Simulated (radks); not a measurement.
Values are calculated unless marked as measured or tabulated.
Removal energies from the lutetium ion Lu5+, [Xe] 4f12, by Delta-SCF beside the eigenvalue of the level emptied. Level of theory: scalar-relativistic Kohn-Sham, r2SCAN, spin-polarised, spherical densities, finite nucleus; meta-GGA in the generalised Kohn-Sham scheme; Fermi nuclear charge, rms radius of each element as measured or else 0.836 A^(1/3) + 0.57 fm (a radial shooting solver on a logarithmic mesh with Libxc functionals). Open shells are filled with parallel spins first.

removed from     final configuration  Delta-SCF (eV)  -eigenvalue (eV)
4f                         [Xe] 4f11          92.509            80.117
5p            [Kr] 4d10 4f12 5s2 5p5          101.19            93.314
5s            [Kr] 4d10 4f12 5s1 5p6          134.78            126.21
4d             [Kr] 4d9 4f12 5s2 5p6          281.05            267.87
